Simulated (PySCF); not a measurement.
# Two-dimensional NMR puzzle

Compound of formula C9H9N. Correlations simulated from computed shifts and the bond graph:

HSQC (one-bond C–H):
```
  δH     δC
7.60  137.8
7.40  132.0
2.69   24.2
```

COSY cross peaks (H two or three bonds apart, from the bond graph; peaks can be absent where the dihedral angle is near 90°):
```
  δH    δH
7.60  7.40
```

HMBC (two and three bonds, from the bond graph):
```
  δH                                δC
7.60                      150.7, 132.0
7.40  150.7, 137.8, 132.0, 117.2, 24.2
2.69               150.7, 132.0, 117.2
```

Carbons without hydrogens: δ 150.7, 122.5, 117.2.

Theory: coordinates at the GFN2-xTB level, GIAO PBE0/pcSseg-1 shieldings, in PySCF 2.14 (rapidly exchanging positions averaged, no solvent, a single conformation, no relativistic terms).

Scale: ¹H (σ = 31.72 ppm) and ¹³C (σ = 186.93 ppm) against TMS (reference shieldings calculated alike).

Exchangeable hydrogens are left out of these lists.

**Question.** Work out the connectivity.

**Answer.** 2,6-dimethylbenzonitrile (SMILES c1cc(C)c(C#N)c(C)c1).

Mapped SMILES: `[CH3:1][c:2]1[cH:3][cH:4][cH:5][c:6]([CH3:7])[c:8]1[C:9]#[N:10]`; H(Xn) means a hydrogen on atom n.

1. δC 150.7 is C2/C6, a substituted aromatic carbon.
2. δC 137.8 is C4, an aromatic CH (δH 7.60).
3. δC 132.0 is C3/C5, an aromatic CH (δH 7.40).
4. δC 122.5 is C9, a nitrile carbon.
5. δC 117.2 is C8, a substituted aromatic carbon.
6. δC 24.2 is C1/C7, a methyl carbon on an aromatic ring (δH 2.69).
7. HMBC from δH 7.60 reaches the proton-free carbon C2/C6.
8. HMBC from δH 7.40 reaches the proton-free carbons C2/C6, C8.
9. HMBC from δH 2.69 reaches the proton-free carbons C2/C6, C8.
10. COSY links 7.60–7.40.

This is the structure that produced the data.

Shifts are as computed. Against solution values, carbons near 30 ppm lie about +3 ppm off and those near 130 ppm about +5 ppm. Of 1211 compounds with measured shifts, 218 miss one by over three times the rms of a fit or turn the order of signals round; such compounds aren't used in these exercises.
